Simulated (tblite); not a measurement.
Compound: C8H6ClP.
Atom-mapped SMILES: `[CH:1]#[C:2][PH:3][c:4]1[cH:5][cH:6][c:7]([Cl:8])[cH:9][cH:10]1` (hydrogens: H11 on C1; H12 on P3; H13 on C5; H14 on C6; H15 on C9; H16 on C10)

Cartesian coordinates in Å at the GFN2-xTB level; atoms count from 1:
```xyz
16
C8H6ClP angstrom
C     -3.2062    0.4084    1.8644
C     -2.7301   -0.0543    0.8617
P     -2.1099   -0.9048   -0.5539
C     -0.3516   -0.3996   -0.4158
C      0.3047   -0.4500    0.8096
C      1.6479   -0.1385    0.9015
C      2.3450    0.2094   -0.2450
Cl     4.0261    0.6006   -0.1352
C      1.7127    0.2452   -1.4780
C      0.3681   -0.0634   -1.5579
H     -3.6032    0.8612    2.7260
H     -2.4581    0.1105   -1.4606
H     -0.2456   -0.7236    1.6986
H      2.1532   -0.1670    1.8543
H      2.2681    0.5139   -2.3631
H     -0.1285   -0.0389   -2.5183
```

Method: GFN2-xTB as coded in tblite; computed harmonic values from a numerical Hessian at the method's own geometry, unscaled. Errors from tens to a few hundred cm⁻¹ against measured bands are possible. Modes of hydrogen on phosphorus can be 10 to 20 % off. One conformer, not necessarily the lowest.

Harmonic wavenumbers (cm⁻¹): 26.6, 65.4, 105.2, 183.7, 231.4, 256.5, 283.2, 304.1, 365.3, 370.7, 461.2, 523.9, 597.2, 634.8, 649.9, 663.8, 690.4, 734.1, 785.7, 825.5, 863.3, 866.9, 907.0, 918.8, 982.1, 1103.1, 1126.4, 1130.1, 1192.4, 1259.5, 1314.2, 1388.4, 1443.9, 1565.7, 1572.2, 2193.2, 2212.4, 3064.4, 3075.9, 3099.7, 3100.9, 3367.3.

A = 2812, B = 457.4, C = 407.7 MHz; mass 167.990 u (most abundant isotopes); point group C1, symmetry number 1.

Q: What is the zero-point energy?

A: ½Σν̃ = 23253 cm⁻¹ = 278.17 kJ/mol.

Q: Give the ideal-gas entropy at 350 K and 1 bar in the rigid-rotor, harmonic-oscillator model (classical rotation).

A: Translation 176.09, rotation 130.85, vibration 146.24: S = 453.2 J/(mol K).

Q: And Cp and H(350 K) − H(0)?

A: Cp = 183.62 J/(mol K), of which vibrations give 150.36 (their classical limit is 42 R = 349.2); H(350 K) − H(0) = 38.15 kJ/mol without the zero-point energy, 26.51 from vibrations.

Q: Blend soft modes into free rotors: weight 1/[1 + (100 cm⁻¹/ν̃)⁴] for the oscillator and the rest for a rotor with moment μB/(μ + B), μ = h/(8π²ν), B = 10⁻⁴⁴ kg m². What vibrational entropy results?

A: 132.23 J/(mol K) in place of 146.24, which changes −T·S at 350 K by +4.90 kJ/mol.

Q: How do the functions run with temperature in this model?

A: 
```
T (K)  S (J/(mol K))  Cp (J/(mol K))  H − H(0) (kJ/mol)  G − H(0) (kJ/mol)  ln q(vib)
  100          303.0            75.4               5.38             -24.92       2.07
  200          369.1           120.6              15.17             -58.64       4.59
  300          426.4           164.2              29.45             -98.46       7.17
  500          527.0           230.1              69.40            -194.09      12.34
  800          648.6           285.8             147.69            -371.20      19.58
 1000          714.9           308.2             207.21            -507.71      23.95
```

q(vib) and H(0) count from the zero-point level.

Hindered rotation and anharmonicity are outside this model. Other conformers, if any are populated, would add a mixing term that is left out. The structure is chiral; the term R ln 2 for an equal mix with its mirror image is left out.

Run on one thread of an Arm Neoverse V2 (shared host). This covers the Hessian and the dipole derivatives.
